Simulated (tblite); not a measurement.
Species: C6H8BBrO.
Bonds: C1–C2, C2–B3, B3–Br4, B3–C5, C5–C6 (aromatic), C6–C7 (aromatic), C7–C8 (aromatic), C8–O9 (aromatic), C5–O9 (aromatic). Hydrogens: H10, H11, H12 on C1; H13, H14 on C2; H15 on C6; H16 on C7; H17 on C8.

Computed with GFN2-xTB (tblite), gas phase: L-BFGS steps from a force-field or distance-geometry start until the largest atomic force falls under 0.01 eV/Å.

Geometry at step 1:
```
atom  x, y, z in Å
C1     -2.3627    0.8611   -0.1618
C2     -1.9222   -0.6117   -0.3189
B3     -0.6148   -0.9317    0.5461
Br4    -0.7630   -2.1803    2.0578
C5      0.7413   -0.3383    0.1793
C6      1.9630   -0.5216    0.8202
C7      2.9182    0.2191    0.1053
C8      2.2462    0.8126   -0.9262
O9      0.9507    0.4875   -0.9041
H10    -2.5838    1.0713    0.8960
H11    -1.5741    1.5355   -0.5192
H12    -3.2699    1.0292   -0.7505
H13    -1.7190   -0.8091   -1.3830
H14    -2.7469   -1.2598   -0.0033
H15     2.1288   -1.1027    1.6923
H16     3.9495    0.2966    0.3430
H17     2.6516    1.4543   -1.6830
```

Task: What forces act on the atoms?

Result: 
| atom | Fx (eV/Å) | Fy (eV/Å) | Fz (eV/Å) |
| --- | --- | --- | --- |
| C1 | -0.033 | -0.121 | 0.003 |
| C2 | 0.306 | -0.087 | 0.338 |
| B3 | -0.391 | -0.436 | 0.108 |
| Br4 | 0.224 | 0.813 | -0.870 |
| C5 | 0.403 | -0.049 | 0.163 |
| C6 | -0.229 | 0.373 | -0.503 |
| C7 | -0.298 | -0.148 | 0.167 |
| C8 | -0.061 | -0.251 | 0.247 |
| O9 | 0.128 | -0.080 | 0.264 |
| H10 | 0.109 | 0.026 | -0.439 |
| H11 | -0.282 | -0.186 | 0.183 |
| H12 | 0.196 | 0.069 | 0.152 |
| H13 | -0.126 | 0.084 | 0.249 |
| H14 | -0.037 | 0.106 | -0.188 |
| H15 | 0.050 | -0.227 | 0.300 |
| H16 | 0.359 | 0.076 | -0.011 |
| H17 | -0.319 | 0.039 | -0.164 |

The largest, 1.21 eV/Å, acts on Br4; the rms over all components is 0.280 eV/Å. The forces sum to zero within rounding, as they must for an isolated molecule in no field.

Task: Give the force on Br4 in Eh/bohr and in nN.

Result: 1.212 eV/Å ÷ 51.422 = 0.02356 Eh/bohr, and 1.212 eV/Å × 1.602 = 1.94 nN.

Task: How far is this geometry from the end of the optimisation?

Result: 0.117 eV above it, and 0.057 Å rms away after alignment. The bonds farthest from their final lengths, with half the difference of the two atoms' forces along the bond (positive lengthens):

```csv
bond,now (Å),final (Å),force along bond (eV/Å)
B3–Br4,1.966,1.883,-0.80
C2–B3,1.600,1.585,-0.31
C1–H10,1.101,1.088,-0.21
C5–O9,1.378,1.367,-0.07
C6–H15,1.061,1.072,+0.52
C1–H11,1.097,1.087,-0.14
```

The angle farthest from its final value is O9–C8–H17, 121.6° against 117.4°.

Of the 6 listed bonds off by 0.010 Å or more, this force points towards the final length in 6.

What follows is the cost of the whole relaxation. Hardware: AMD EPYC, one thread, no GPU, on a shared host. Cost: 0.91 s.
